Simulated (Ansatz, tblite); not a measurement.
Removing and adding an electron: AsP2 (the lowest doublet isomer of a short search). Total charge 0; doublet. Geometry: PBE-D4/def2-TZVP. Ansatz, gas phase; energy differences of separate SCF runs; the oxidised species is a singlet (the triplet lies 1.51 eV higher at PBE0-D4/def2-TZVP); the reduced species is a triplet (the singlet lies 0.53 eV higher at PBE0-D4/def2-TZVPD).

```xyz
3

P     0.431   -0.415   -1.049
P     0.816   -0.184    0.953
As   -1.246    0.599    0.096
```

The xTB rows come from tblite. Correlated methods freeze 19 core orbitals; core or outer-core shells of As are correlated, in sets that lack core-valence functions. In CCSD on the charge 0 doublet the largest single amplitude is 0.20, so its Hartree–Fock determinant may place the open shell otherwise than the density functionals do. The structure comes from a short search, and lower isomers may exist.

(1) Estimate orbital energies and vertical ionisation energies and electron affinities at: GFN1-xTB; GFN2-xTB; PBE-D4/def2-TZVP; PBE-D4/def2-TZVPD; r2SCAN-D4/def2-TZVP; r2SCAN-D4/def2-TZVPD; PBE0-D4/def2-TZVP; PBE0-D4/def2-TZVPD; CCSD/def2-TZVPP; CCSD(T)/def2-TZVPP.

Answers

(1) 
```json
{"level": "GFN1-xTB", "−HOMO (eV)": "–", "vertical IE (eV)": "13.53", "−LUMO (eV)": "–", "vertical EA (eV)": "3.45", "HOMO–LUMO gap (eV)": "–", "IE − EA (eV)": "10.08", "remarks": "–"}
{"level": "GFN2-xTB", "−HOMO (eV)": "–", "vertical IE (eV)": "11.41", "−LUMO (eV)": "–", "vertical EA (eV)": "5.76", "HOMO–LUMO gap (eV)": "–", "IE − EA (eV)": "5.65", "remarks": "–"}
{"level": "PBE-D4/def2-TZVP", "−HOMO (eV)": "4.67", "vertical IE (eV)": "7.61", "−LUMO (eV)": "4.03", "vertical EA (eV)": "–", "HOMO–LUMO gap (eV)": "0.64", "IE − EA (eV)": "–", "remarks": "–"}
{"level": "PBE-D4/def2-TZVPD", "−HOMO (eV)": "4.72", "vertical IE (eV)": "–", "−LUMO (eV)": "4.08", "vertical EA (eV)": "1.40", "HOMO–LUMO gap (eV)": "0.64", "IE − EA (eV)": "–", "remarks": "HOMO above zero (-1 triplet)"}
{"level": "r2SCAN-D4/def2-TZVP", "−HOMO (eV)": "5.03", "vertical IE (eV)": "7.83", "−LUMO (eV)": "4.01", "vertical EA (eV)": "–", "HOMO–LUMO gap (eV)": "1.02", "IE − EA (eV)": "–", "remarks": "–"}
{"level": "r2SCAN-D4/def2-TZVPD", "−HOMO (eV)": "5.06", "vertical IE (eV)": "–", "−LUMO (eV)": "4.04", "vertical EA (eV)": "1.54", "HOMO–LUMO gap (eV)": "1.02", "IE − EA (eV)": "–", "remarks": "HOMO above zero (-1 triplet)"}
{"level": "PBE0-D4/def2-TZVP", "−HOMO (eV)": "5.71", "vertical IE (eV)": "7.73", "−LUMO (eV)": "3.27", "vertical EA (eV)": "–", "HOMO–LUMO gap (eV)": "2.44", "IE − EA (eV)": "–", "remarks": "–"}
{"level": "PBE0-D4/def2-TZVPD", "−HOMO (eV)": "5.74", "vertical IE (eV)": "–", "−LUMO (eV)": "3.31", "vertical EA (eV)": "1.54", "HOMO–LUMO gap (eV)": "2.43", "IE − EA (eV)": "–", "remarks": "HOMO above zero (-1 triplet)"}
{"level": "CCSD/def2-TZVPP", "−HOMO (eV)": "–", "vertical IE (eV)": "7.57", "−LUMO (eV)": "–", "vertical EA (eV)": "–", "HOMO–LUMO gap (eV)": "–", "IE − EA (eV)": "–", "remarks": "large T1 (0.046) (doublet), spin-contaminated (⟨S²⟩ 1.19) (doublet)"}
{"level": "CCSD(T)/def2-TZVPP", "−HOMO (eV)": "–", "vertical IE (eV)": "7.53", "−LUMO (eV)": "–", "vertical EA (eV)": "–", "HOMO–LUMO gap (eV)": "–", "IE − EA (eV)": "–", "remarks": "large T1 (0.046) (doublet), spin-contaminated (⟨S²⟩ 1.19) (doublet)"}
```

Relaxing the oxidised species (PBE-D4/def2-TZVP) changes its energy by -0.13 eV at PBE-D4/def2-TZVP, so the adiabatic ionisation energy to this nearest minimum is 7.48 eV. At PBE0-D4/def2-TZVP it is 7.57 eV.  Run but left out: HF/def2-TZVPP, MP2/def2-TZVPP (doublet: ⟨S²⟩ 1.19, where a pure state has 0.75).   A HOMO above zero means that the electron is unbound at that level or that self-interaction error raises the level; the energy of removing that electron tells which. HOMO and LUMO are the levels of the spin that leaves or enters (xTB has no such levels and no spin-polarisation term). Other spin states of the ions may lie lower, which would lower the ionisation energy or raise the affinity. Raw xTB energy differences between charge states are shifted by several eV; the methods need an empirical correction for them.
